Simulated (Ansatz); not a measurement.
Job for Ansatz (a first-principles code): R-B3LYP/def2-TZVPP on BeH2O2 (SMILES [OH][Be][OH]), atoms moved off the minimum.

Ansatz 0.2 input:
```yaml
crystal:
  periodic: [false, false, false]
  atoms:
    - {symbol: Be, position_ang: [0.16288246, 0.01915571, 0.18062769]}
    - {symbol: O, position_ang: [0.80025046, 0.16253262, -1.06544579]}
    - {symbol: H, position_ang: [1.78392452, 0.06662387, -1.21560366]}
    - {symbol: O, position_ang: [-0.76976085, -0.07245514, 1.02044403]}
    - {symbol: H, position_ang: [-1.50776038, -0.59064479, 1.49194268]}
basis:
  gaussian:
    orbitals: def2-TZVPP
hamiltonian:
  xc: {name: B3LYP}
scf: {lower_state_search: off}
output: {forces: true}
```

It printed:

```
WARN ansatz: RAYON_NUM_THREADS=1 ignored (pool sized by the plan → 1); use --threads N
Functional definition: B3LYP
these checks for a lower state are left out or cut short: stability, starts, cluster_reference, orbital_swaps, neighbouring_geometries, increment
integrals: 0.02 GiB planned
561 factors; their error is unknown
mean field: 0.25 GiB planned
mean field evaluation 1: about -4520.7923 eV, gradient 8.7e1 eV
mean field evaluation 2: about -4489.9974 eV, gradient 1.5e2 eV
mean field evaluation 4: about -4532.5683 eV, gradient 7.9e0 eV
mean field evaluation 8: about -4532.6665 eV, gradient 2.2e-2 eV
mean field evaluation 16: about -4532.6748 eV, gradient 1.7e-5 eV
mean field -4532.67475695 eV, -166.5727249606 hartree, gradient 1.3e-6 eV, S^2 0.000000; 0 other end points of the search recorded, 0 dependent functions left out
the calculation of the forces begins
reference -4532.67498025 eV, -166.5727331666 hartree; 11, 11 occupied and 98, 98 virtual orbitals, 561 factors
Total energy: -4532.67498025 eV, -166.5727331666 hartree
Atom 0 at     0.162882     0.019156     0.180628 Å, force     4.506331     0.420797    -4.563248 eV/Å
Atom 1 at     0.800250     0.162533    -1.065446 Å, force     3.168389    -0.078844    -1.236512 eV/Å
Atom 2 at     1.783925     0.066624    -1.215604 Å, force    -2.101108     0.240593     0.217249 eV/Å
Atom 3 at    -0.769761    -0.072455     1.020444 Å, force    -8.009893    -2.317482     7.067493 eV/Å
Atom 4 at    -1.507760    -0.590645     1.491943 Å, force     2.436282     1.734936    -1.484983 eV/Å
Dipole moment:     0.112243    -0.235794     0.347549 e Å
Checks for a lower state left out: stability, starts, cluster_reference, orbital_swaps, neighbouring_geometries, increment
```

Self-consistency was reached.

Cost: roughly 1.0 core-seconds.
